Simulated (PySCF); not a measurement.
Match the calculated data to a structure.

All candidates are C5H8F3PS.

| technique | computed result |
| --- | --- |
| 13C NMR | chemical shifts (computed TMS as zero) by class: 134.2 (1 C), 17.1 (1 C), 15.4 (1 C), 9.1 (1 C), 3.9 (1 C) ppm [GIAO PBE0/pcSseg-1] |
| NMR, other nuclei | isotropic shieldings of nuclei other than C and H, by class: 264 (3 F), 278 (1 P), 752 (1 S) ppm [GIAO PBE0/pcSseg-1] |
| Dipole | 4.69 D [PBE0/pcSseg-1] |
| 1H NMR | chemical shifts (computed TMS as zero) by class: 1.47 (3 H), 1.40 (1 H), 1.01 (1 H), 1.00 (1 H), 0.63 (1 H), 0.52 (1 H) ppm [GIAO PBE0/pcSseg-1] |
| Rotational structure | rotational constants A, B, C: 1.161, 0.908, 0.689 GHz [GFN2-xTB] |

Gas-phase values; electronic properties from PySCF, density fitting. Levels stand in brackets. The structure is a single GFN2-xTB conformer in the gas phase; no vibrational or solvent corrections. Each NMR value is the plain mean over a class of atoms that symmetry, rotation or inversion makes alike.

Question: Which candidate is it?
A. `CCC[P@H](=S)C(F)=C(F)F`
B. `C[P@](=S)(C1CC1)C(F)(F)F`
C. `C[C@H]1C[P@](=S)(C(F)(F)F)C1`

Answer: B. It is `C[P@](=S)(C1CC1)C(F)(F)F`. Numbering: `[CH3:1][P@:2](=[S:3])([CH:4]1[CH2:5][CH2:6]1)[C:7]([F:8])([F:9])[F:10]`. 5 carbons fall into 5 classes; from least to most shielded: CF3 carbon [C7] (134.2 ppm), ring sp3 carbon bound to phosphorus [C4] (17.1 ppm), chain sp3 carbon bound to phosphorus [C1] (15.4 ppm), three-membered-ring carbon [C5] (9.1 ppm), three-membered-ring carbon [C6] (3.9 ppm). Hydrogen classes from least to most shielded: 3 H on an sp3 carbon bound to phosphorus, C1 (1.47 ppm, a mean of values up to 0.6 ppm apart in this geometry), 1 H on an sp3 carbon bound to phosphorus, C4 (1.40 ppm), 1 H on a three-membered-ring carbon, C6 (1.01 ppm), 1 H on a three-membered-ring carbon, C5 (1.00 ppm), 1 H on a three-membered-ring carbon, C5 (0.63 ppm), 1 H on a three-membered-ring carbon, C6 (0.52 ppm). The other shieldings belong to: 264 ppm, fluorine of a CF3 group [F8/F9/F10]; 278 ppm, phosphorus bonded to 3 C and S [P2]; 752 ppm, sulfur bonded to P [S3]. The optimised geometry has point group C1 and is an asymmetric top.

The others, at the same levels:
- `C[C@H]1C[P@](=S)(C(F)(F)F)C1` fails: it has 4 carbon classes against 5; its computed 13C shifts are 134.0 (1 C), 50.1 (2 C), 26.8 (1 C), 25.2 (1 C) ppm, 1H shifts are 3.20 (2 H), 2.49 (1 H), 2.26 (2 H), 1.27 (3 H) ppm and rotational constant A is 1.250 GHz (against 1.161 GHz).
- `CCC[P@H](=S)C(F)=C(F)F` fails: its computed 13C shifts are 169.6 (1 C), 139.1 (1 C), 34.4 (1 C), 17.9 (1 C), 15.9 (1 C) ppm, 1H shifts are 7.81 (1 H), 2.42 (1 H), 2.25 (1 H), 1.78 (1 H), 1.68 (1 H), 1.12 (3 H) ppm and rotational constant A is 1.548 GHz (against 1.161 GHz).

Each candidate is one conformer, not necessarily the lowest. The conformers computed, where there is a choice (atom-mapped SMILES and torsion angles):
- `[CH3:1][P@:2](=[S:3])([CH:4]1[CH2:5][CH2:6]1)[C:7]([F:8])([F:9])[F:10]`: C1–P2–C4–C5 -15°, C1–P2–C7–F8 55°
- `[CH3:1][C@H:2]1[CH2:3][P@:4](=[S:5])([C:6]([F:7])([F:8])[F:9])[CH2:10]1`: C3–P4–C6–F7 -160°
- `[CH3:1][CH2:2][CH2:3][P@H:4](=[S:5])[C:6]([F:7])=[C:8]([F:9])[F:10]`: C1–C2–C3–P4 -61°, C2–C3–P4–S5 -48°, C3–P4–C6–F7 43°
